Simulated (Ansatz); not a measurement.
`O[CH2][SnH]([F])[Cl]` + `CCN(C)BCl` → `CC[N](C)[SnH]([F])[Cl]` + `OCBCl`  (redistribution)

Calculated with Ansatz (gas phase, PBE0-D4/def2-TZVP geometries, no zero-point term in ΔE). CCSD(T)/CBS adds triple-zeta CCSD(T) − MP2 to the extrapolated MP2 energy (def2 sets, frozen cores). Functionals use def2-TZVPP. def2 core potentials past Kr. For Sn outer-core shells are correlated without core-valence functions, which leaves a few kJ/mol of doubt a bond. One conformer a species, not always the lowest.

Task: Is it downhill or uphill in electronic energy at CCSD(T)/CBS, and by how much? (Estimate.)

Result: The calculation gave: Uphill: ΔE = +110.0 kJ/mol.

Task: What do these levels give: ωB97M-V, PBE, r2SCAN, HF/def2-TZVPP, MP2/def2-TZVPP, CCSD/def2-TZVPP? (Estimate.)

Result: Ansatz gave: ωB97M-V 115.0, PBE 116.5, r2SCAN 111.7, HF/def2-TZVPP 119.8, MP2/def2-TZVPP 115.5, CCSD/def2-TZVPP 116.6 kJ/mol.

Largest T1 diagnostic among the species: 0.013.

In def2-TZVPP, CCSD(T) changes the Hartree–Fock value by −4.6 kJ/mol (the triples alone add −1.5 kJ/mol) and MP2 by −4.3 kJ/mol. The D4 term adds −5.7 kJ/mol with B3LYP and −3.1 kJ/mol with PBE0; it sums over pairs of atoms, weighted by their polarisabilities, and B3LYP, whose exchange is more repulsive, gets the larger term.

B3LYP here is the variant with VWN-RPA as its local correlation; programs differ in this.
